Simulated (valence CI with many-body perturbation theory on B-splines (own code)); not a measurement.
## Er LXII: calculated level list

Calculated by valence CI with perturbative core correlation (CI+MBPT): five valence electrons over a frozen Dirac-Fock core [He], a basis of 11 s, 11 p, 10 d, 8 f, 5 g, 2 h functions for each j, with the one-electron correlation potential Σ1 (screened to all orders), the two-electron term Σ2, the three-electron term Σ3, Breit, model QED; selected single and double excitations, second order for the rest, scaled by the run's own slope (own B-spline code, finite nucleus).

No measured spectrum was set against this ion. As an estimate, large intervals hold to a few tenths of a per cent, small ones and those within an open d or f shell to about a per cent. Among the levels kept, up to 7400 cm⁻¹ of a level comes from second order outside the variational space, and about a tenth of that is noise between levels of different J, which matters for small intervals.

Levels 181 to 202 of 202, with energies above the lowest level, (2s^2 2p1/2^2 2p3/2) J=3/2. "Leading %" is the weight of the configuration and term that name the level; weights of strongly mixed levels are sums over their largest components and can fall short, so below about 35 % the name and the second component can differ from the true leading terms, or belong to a minority configuration. In the jj column 3d3/2^4 stands for four electrons in 3d with j = 3/2.

| No. | Configuration | Term | J | E (eV) | Leading % | Second component | g | Leading jj |
| --- | --- | --- | --- | --- | --- | --- | --- | --- |
| 181 | 2s 2p3 3d | 4D° | 7/2 | 10215 | 53 | 15 % 2s 2p3 3d 2G° | 1.231 | 2s 2p1/2 2p3/2^2 3d5/2 (98 %) |
| 182 | 2s 2p3 3d | 4D° | 5/2 | 10221 | 38 | 18 % 2s 2p3 3d 2D° | 1.254 | 2s 2p1/2 2p3/2^2 3d5/2 (99 %) |
| 183 | 2s 2p3 3d | 2G° | 9/2 | 10226 | 81 | 12 % 2s 2p3 3d 4G° | 1.121 | 2s 2p1/2 2p3/2^2 3d5/2 (99 %) |
| 184 | 2s 2p3 3d | 2F° | 7/2 | 10230 | 56 | 8 % 2s 2p3 3d 4D° | 1.164 | 2s 2p1/2 2p3/2^2 3d5/2 (99 %) |
| 185 | 2s 2p3 3d | 2F° | 7/2 | 10235 | 49 | 25 % 2s 2p3 3d 4F° | 1.190 | 2s 2p1/2 2p3/2^2 3d5/2 (99 %) |
| 186 | 2s 2p3 3d | 2D° | 3/2 | 10237 | 48 | 16 % 2s 2p3 3d 2P° | 1.011 | 2s 2p1/2 2p3/2^2 3d5/2 (96 %) |
| 187 | 2s 2p3 3d | 2F° | 5/2 | 10241 | 39 | 36 % 2s 2p3 3d 2D° | 1.103 | 2s 2p1/2 2p3/2^2 3d5/2 (99 %) |
| 188 | 2s 2p3 3d | 2P° | 3/2 | 10243 | 37 | 25 % 2s 2p3 3d 2D° | 1.145 | 2s 2p1/2 2p3/2^2 3d5/2 (98 %) |
| 189 | 2s 2p3 3d | 2S° | 1/2 | 10245 | 48 | 33 % 2s 2p3 3d 2P° | 1.318 | 2s 2p1/2 2p3/2^2 3d5/2 (97 %) |
| 190 | 2s 2p3 3d | 2P° | 3/2 | 10254 | 39 | 26 % 2s 2p3 3d 2D° | 1.202 | 2s 2p1/2 2p3/2^2 3d5/2 (97 %) |
| 191 | 2s 2p3 3d | 2D° | 5/2 | 10256 | 43 | 27 % 2s 2p3 3d 2F° | 1.056 | 2s 2p1/2 2p3/2^2 3d5/2 (97 %) |
| 192 | 2s2 2p2 4s | 4P | 1/2 | 10316 | 46 | 31 % 2s2 2p2 4s 2S | 1.997 | 2s^2 2p1/2^2 4s (100 %) |
| 193 | 2p4 3p | 4D° | 7/2 | 10346 | 67 | 31 % 2p4 3p 2F° | 1.315 | 2p1/2^2 2p3/2^2 3p3/2 (98 %) |
| 194 | 2p4 3p | 2D° | 5/2 | 10346 | 50 | 39 % 2p4 3p 4P° | 1.313 | 2p1/2^2 2p3/2^2 3p3/2 (98 %) |
| 195 | 2p4 3p | 2P° | 1/2 | 10347 | 49 | 37 % 2p4 3p 2S° | 1.288 | 2p1/2^2 2p3/2^2 3p3/2 (98 %) |
| 196 | 2s2 2p2 4p | 2P° | 1/2 | 10354 | 46 | 38 % 2s2 2p2 4p 4D° | 0.656 | 2s^2 2p1/2^2 4p1/2 (100 %) |
| 197 | 2p4 3p | 2P° | 3/2 | 10391 | 46 | 28 % 2p4 3p 2D° | 1.313 | 2p1/2^2 2p3/2^2 3p3/2 (98 %) |
| 198 | 2p4 3p | 2P° | 3/2 | 10417 | 67 | 13 % 2p4 3p 4D° | 1.316 | 2p1/2^2 2p3/2^2 3p3/2 (98 %) |
| 199 | 2p4 3d | 4D | 3/2 | 10439 | 32 | 23 % 2p4 3d 4P | 1.181 | 2p1/2^2 2p3/2^2 3d3/2 (99 %) |
| 200 | 2p4 3d | 4D | 5/2 | 10441 | 36 | 21 % 2p4 3d 2F | 1.157 | 2p1/2^2 2p3/2^2 3d3/2 (97 %) |
| 201 | 2p4 3d | 2F | 7/2 | 10442 | 37 | 28 % 2p4 3d 4F | 1.093 | 2p1/2^2 2p3/2^2 3d3/2 (99 %) |
| 202 | 2p4 3d | 4P | 1/2 | 10445 | 50 | 22 % 2p4 3d 2P | 1.662 | 2p1/2^2 2p3/2^2 3d3/2 (98 %) |
